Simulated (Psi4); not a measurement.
H$_{4}$F$_{2}$Si$_{2}$ (SMILES F[SiH](F)[SiH3]), singlet, at a GFN2-xTB geometry; BHHLYP/6-31G, TDDFT in Psi4.

Here is a job for Psi4.
```
memory 2 GB

molecule {
0 1
Si   -1.70267302    0.18805180    0.22108506
Si    0.58198983   -0.01347415    0.30444202
F     1.28019874    1.03459946   -0.69158380
F     1.05371790   -1.39346037   -0.36695340
H    -2.24393684    0.03604865   -1.13371873
H    -2.11568830    1.50386701    0.71970768
H    -2.33422812   -0.82849089    1.06876165
H     1.37816834    0.07423637    1.51470523
symmetry c1
}

set {
  basis 6-31g
  puream true
  save_jk true
  tdscf_states [5]
  tdscf_tda false
  d_convergence 1e-8
}

energy('td-bhhlyp')
print_variables()
```

Output, abridged:

```
   => Loading Basis Set <=

    Name: 6-31G
    Role: ORBITAL
    Keyword: BASIS

         ---------------------------------------------------------
                                   SCF
               by Justin Turney, Rob Parrish, Andy Simmonett
                          and Daniel G. A. Smith
                              RKS Reference
         ---------------------------------------------------------

  ==> Geometry <==

    Molecular point group: c1
    Full point group: C1

    Geometry (in Angstrom), charge = 0, multiplicity = 1:

       Center              X                  Y                   Z               Mass
    ------------   -----------------  -----------------  -----------------  -----------------
         SI          -1.780545903038     0.199705263563     0.253963072474    27.976926534650
         SI           0.504116946962    -0.001820686437     0.337320032474    27.976926534650
         F            1.202325856962     1.046252923563    -0.658705787526    18.998403162730
         F            0.975845016962    -1.381806906437    -0.334075387526    18.998403162730
         H           -2.321809723038     0.047702113563    -1.100840717526     1.007825032230
         H           -2.193561183038     1.515520473563     0.752585692474     1.007825032230
         H           -2.412101003038    -0.816837426437     1.101639662474     1.007825032230
         H            1.300295456962     0.085889833563     1.547583242474     1.007825032230

  Running in c1 symmetry.

  Rotational constants: A =      0.22553  B =      0.09321  C =      0.07435 [cm^-1]
  Rotational constants: A =   6761.20421  B =   2794.31364  C =   2228.81821 [MHz]
  Nuclear repulsion =  228.806778325981981

  Charge       = 0
  Multiplicity = 1
  Electrons    = 50
  Nalpha       = 25
  Nbeta        = 25

  ==> Algorithm <==

  SCF Algorithm Type is DF.
  DIIS enabled.
  MOM disabled.
  Fractional occupation disabled.
  Guess Type is SAD.
  Energy threshold   = 1.00e-06
  Density threshold  = 1.00e-08
  Integral threshold = 1.00e-12

  ==> Primary Basis <==

  Basis Set: 6-31G
    Blend: 6-31G
    Number of shells: 32
    Number of basis functions: 52
    Number of Cartesian functions: 52
    Spherical Harmonics?: true
    Max angular momentum: 1

  ==> DFT Potential <==

   => LibXC <=

    Version 7.1.2
    S. Lehtola, C. Steigemann, M. J. T. Oliveira, and M. A. L. Marques,  SoftwareX 7, 1–5 (2018) (10.1016/j.softx.2017.11.002)

   => Composite Functional: BHANDHLYP <=

    BHandHLYP Hyb-GGA Exchange-Correlation Functional

    A. D. Becke,  J. Chem. Phys. 98, 1372 (1993) (10.1063/1.464304)
    Defined through Gaussian implementation.

    Deriv               =              1
    GGA                 =           TRUE
    Meta                =          FALSE

    Exchange Hybrid     =           TRUE
    MP2 Hybrid          =          FALSE

   => Exchange Functionals <=

    0.5000         Becke 88

   => Exact (HF) Exchange <=

    0.5000               HF

   => Correlation Functionals <=

    1.0000   Lee, Yang & Parr

   => LibXC Density Thresholds  <==

    XC_HYB_GGA_XC_BHANDHLYP:  1.00E-15

   => Molecular Quadrature <=

    Radial Scheme          =       TREUTLER
    Pruning Scheme         =           NONE
    Nuclear Scheme         =       TREUTLER

    Blocking Scheme        =         OCTREE
    BS radius alpha        =              1
    Pruning alpha          =              1
    Radial Points          =             75
    Spherical Points       =            302
    Total Points           =         173117
    Total Blocks           =           1336
    Max Points             =            256
    Max Functions          =             50
    Weights Tolerance      =       1.00E-15

   => Loading Basis Set <=

    Name: (6-31G AUX)
    Role: JKFIT
    Keyword: DF_BASIS_SCF

  ==> Integral Setup <==

  SCF_SUBTYPE=INCORE selected. In-core MEM_DF algorithm will be used.
  Using in-core AOs.

  ==> MemDFJK: Density-Fitted J/K Matrices <==

    J tasked:                   Yes
    K tasked:                   Yes
    wK tasked:                   No
    Algorithm:                 Core
    Schwarz Cutoff:           1E-12
    Mask sparsity (%):       2.6627
    Fitting Condition:        1E-10

   => Auxiliary Basis Set <=

  Basis Set: (6-31G AUX)
    Blend: CC-PVDZ-JKFIT
    Number of shells: 156
    Number of basis functions: 456
    Number of Cartesian functions: 522
    Spherical Harmonics?: true
    Max angular momentum: 3

  Minimum eigenvalue in the overlap matrix is 8.2239222981E-03.
  Reciprocal condition number of the overlap matrix is 2.0200029429E-03.
    Using symmetric orthogonalization.

  ==> Pre-Iterations <==

  SCF Guess: Superposition of Atomic Densities via on-the-fly atomic UHF (no occupation information).

   -------------------------
    Irrep   Nso     Nmo
   -------------------------
     A         52      52
   -------------------------
    Total      52      52
   -------------------------

  ==> Iterations <==

                           Total Energy        Delta E     RMS |[F,P]|

   @DF-RKS iter SAD:  -780.32015273951811   -7.80320e+02   0.00000e+00
   @DF-RKS iter   1:  -780.84062361491249   -5.20471e-01   9.30266e-03 DIIS/ADIIS
   @DF-RKS iter   2:  -780.83483138420297    5.79223e-03   1.03968e-02 DIIS/ADIIS
   @DF-RKS iter   3:  -780.92553315663054   -9.07018e-02   3.62892e-04 DIIS/ADIIS
   @DF-RKS iter   4:  -780.92579407609276   -2.60919e-04   9.97546e-05 DIIS
   @DF-RKS iter   5:  -780.92581559201642   -2.15159e-05   7.82329e-06 DIIS
   @DF-RKS iter   6:  -780.92581578518832   -1.93172e-07   1.57504e-06 DIIS
   @DF-RKS iter   7:  -780.92581579066223   -5.47391e-09   2.64658e-07 DIIS
   @DF-RKS iter   8:  -780.92581579079933   -1.37106e-10   1.89185e-07 DIIS
   @DF-RKS iter   9:  -780.92581579083208   -3.27418e-11   2.86113e-08 DIIS
   @DF-RKS iter  10:  -780.92581579083401   -1.93268e-12   3.83197e-09 DIIS
  Energy and wave function converged.

  ==> Post-Iterations <==

[...]
  @DF-RKS Final Energy:  -780.92581579083401
    Total Energy =                       -780.9258157908340081
[...]
**********                               WARNING                                **********
**********       The names of excited state variables changed between 1.5       **********
**********     and 1.6. For a quick solution, remove the symmetry specifier     **********
**********   from the variable name. For full details, see 'Notes on Psivars'   **********
**********                        in the documentation.                         **********
******************************************************************************************

         ---------------------------------------------------------
                         TDSCF excitation energies
                 by Andrew M. James and Daniel G. A. Smith
         ---------------------------------------------------------

  ==> Options <==

     Residual threshold  : 1.0000e-06
     Initial guess       : denominators
     Reference           : RHF
     Solver type         : RPA (Hamiltonian)

  ==> Requested Excitations <==

      5 singlet states with A symmetry

  ==> Seeking the lowest 5 singlet states with A symmetry

                        Generalized Hamiltonian Solver
                              By Andrew M. James

  ==> Options <==

    Max number of iterations        = 60
    Eigenvector tolerance           = 1.0000e-06
    Max number of expansion vectors = 1500

  => Iterations <=
                              Max[D[value]]     Max[|R|]   # vectors
  HamiltonianSolver iter   1:   3.68053e-01  1.37279e-01     20
  HamiltonianSolver iter   2:   6.75458e-03  4.47593e-02     30
  HamiltonianSolver iter   3:   3.92696e-04  1.37991e-02     40
  HamiltonianSolver iter   4:   3.75300e-05  4.53755e-03     50
  HamiltonianSolver iter   5:   3.04151e-06  1.40820e-03     60
  HamiltonianSolver iter   6:   2.07792e-07  4.42511e-04     70
  HamiltonianSolver iter   7:   1.69943e-08  1.51935e-04     80
  HamiltonianSolver iter   8:   9.92124e-10  5.63723e-05     90
  HamiltonianSolver iter   9:   7.54159e-11  1.75998e-05    100
  HamiltonianSolver iter  10:   7.07134e-12  4.78793e-06    110
  HamiltonianSolver iter  11:   5.59885e-13  1.31990e-06    116
  HamiltonianSolver iter  12:   4.82947e-14  6.14147e-07    120      Converged

******************************************************************************************
**********                               WARNING                                **********
**********  Length-gauge rotatory strengths are **NOT** gauge-origin invariant  **********
******************************************************************************************

                                    Excitation Energy         Total Energy        Oscillator Strength             Rotatory Strength
     #   Sym: GS->ES (Trans)        au              eV              au          au (length)    au (velocity)    au (length)    au (velocity)
    ---- -------------------- --------------- --------------- --------------- --------------- --------------- --------------- ---------------
     1        A->A (1 A)       0.28895         7.86261        -780.63687       0.0170          0.0040          0.0001          0.0002
     2        A->A (1 A)       0.30734         8.36303        -780.61848       0.1423          0.0781         -0.0004         -0.0004
     3        A->A (1 A)       0.35136         9.56095        -780.57446       0.0060          0.0075         -0.0125         -0.0119
     4        A->A (1 A)       0.35236         9.58827        -780.57345       0.3299          0.2791          0.0111          0.0103
     5        A->A (1 A)       0.36366         9.89565        -780.56216       0.1368          0.1146          0.0026          0.0025

Contributing excitations and de-excitations
Only contributions with abs(coeff) > 1.00e-01 will be printed:

Excited State    1 (1 A):   0.28895 au   157.69 nm f = 0.0170
  Sums of squares: Xssq =  1.001036e+00; Yssq =  1.035645e-03; Xssq - Yssq =  1.000000e+00
     25a  ->  26a     0.977551 (95.561%)

Excited State    2 (1 A):   0.30734 au   148.25 nm f = 0.1423
  Sums of squares: Xssq =  1.001843e+00; Yssq =  1.842556e-03; Xssq - Yssq =  1.000000e+00
     25a  ->  27a     0.956881 (91.562%)
     25a  ->  28a    -0.205532 ( 4.224%)

Excited State    3 (1 A):   0.35136 au   129.68 nm f = 0.0060
  Sums of squares: Xssq =  1.000089e+00; Yssq =  8.937918e-05; Xssq - Yssq =  1.000000e+00
     23a  ->  27a    -0.679081 (46.115%)
     24a  ->  26a    -0.707821 (50.101%)
     24a  ->  29a    -0.137721 ( 1.897%)

Excited State    4 (1 A):   0.35236 au   129.31 nm f = 0.3299
  Sums of squares: Xssq =  1.001917e+00; Yssq =  1.916868e-03; Xssq - Yssq =  1.000000e+00
     23a  ->  26a    -0.364866 (13.313%)
     24a  ->  27a     0.355333 (12.626%)
     25a  ->  27a    -0.181937 ( 3.310%)
     25a  ->  28a    -0.817307 (66.799%)

Excited State    5 (1 A):   0.36366 au   125.29 nm f = 0.1368
  Sums of squares: Xssq =  1.001429e+00; Yssq =  1.428997e-03; Xssq - Yssq =  1.000000e+00
     23a  ->  26a    -0.485951 (23.615%)
     24a  ->  27a    -0.778808 (60.654%)
     24a  ->  28a    -0.321309 (10.324%)
     25a  ->  28a    -0.131365 ( 1.726%)

******************************************************************************************
**********                               WARNING                                **********
**********       The names of excited state variables changed between 1.5       **********
**********     and 1.6. For a quick solution, remove the symmetry specifier     **********
**********   from the variable name. For full details, see 'Notes on Psivars'   **********
**********                        in the documentation.                         **********
******************************************************************************************

  Variable Map:
  ----------------------------------------------------------------------------
[...]
  Array Variable Map:
  ----------------------------------------------------------------------------
[...]
[...]
```
